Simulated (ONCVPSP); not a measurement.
## Before and after: ONCV potential for Ce (Z = 58)

- Element: cerium
- Generator: ONCVPSP 4.0.1
- Type: optimised norm-conserving Vanderbilt (ONCV)
- Functional: LDA (Perdew-Wang 92)
- Relativity: scalar-relativistic
- Frozen core: [Kr]
- Valence charge: 22
- Reference configuration: 4d10 4f0.5 5s2 5p6 5d1.5 6s2
- Partial waves: 5s+6s: rc 2.80 bohr, ncon 5, nbas 8, qcut 3.5 1/bohr, 2 projectors; 5p: rc 2.05 bohr, ncon 4, nbas 9, qcut 5.8 1/bohr, 2 projectors, debl 1.9 Ha; 4d+5d: rc 1.40 bohr, ncon 3, nbas 8, qcut 11 1/bohr, 3 projectors, debl 3.9 Ha; 4f: rc 1.30 bohr, ncon 3, nbas 7, qcut 12.1 1/bohr, 2 projectors, debl 1.3 Ha
- Local potential: polynomial inside 1.05 bohr (lpopt 4, dvloc0 6 Ha)
- Core correction: none

Change: f: rc 1.94.

Cutoffs: the cutoffs (Ha) at which the residual kinetic energy of the hardest occupied pseudo-wave falls to 1 and 0.1 mHa per electron; they do not see the model core or the augmentation charge, which bear on the density cutoff. Errors are all-electron minus pseudo energies relative to the spin-unpolarised reference configuration.

What does the change do?

The potential gets softer (63 Ha and 70 Ha → 49 Ha and 54 Ha); of the 3 tests that both files solve, the error grows in 3 and shrinks in 0 by more than 15 % and 0.3 meV (median size 53.3 → 130.3 meV); neither file shows a bound ghost. A larger radius leaves more room for a smooth pseudo-wave, so fewer plane waves are needed. More of the atom is replaced by a form fitted at one configuration, so other configurations suffer.

```tsv
quantity	base	changed
cutoff, loose	63 Ha	49 Ha
cutoff, tight	70 Ha	54 Ha
loose cutoff by channel	s 5.4 Ha, p 12 Ha, d 49 Ha, f 63 Ha	s 5.4 Ha, p 12 Ha, d 49 Ha, f 43 Ha
bound ghosts	none	none
GHOST(+) flags under 300 eV	s at 21.6 eV, p at 163.1 eV	s at 21.6 eV, p at 163.1 eV
tests counted as reliable (solved cleanly; for ONCVPSP, near-neutral configurations with less than one 5d electron left out)	3 of 4	3 of 4
error for 4d10 4f1 5s2 5p6 5d1 6s2, meV [ΔE -1.84 eV]	+41	+122
error for 4d10 4f1 5s2 5p6 5d1 6s1, meV [ΔE 4.43 eV]	+53	+130
error for 4d10 4f1 5s2 5p6 5d1 6s0, meV [ΔE 15.77 eV]	+73	+142
s: phases at 2.84 bohr within 0.05 rad from the reference energy up to (Ha; the scan ends near 5)	n/a	n/a
p: phases at 2.08 bohr within 0.05 rad from the reference energy up to (Ha; the scan ends near 5)	2.7	2.7
d: phases at 1.42 bohr within 0.05 rad from the reference energy up to (Ha; the scan ends near 5)	to the end of the scan	to the end of the scan
```
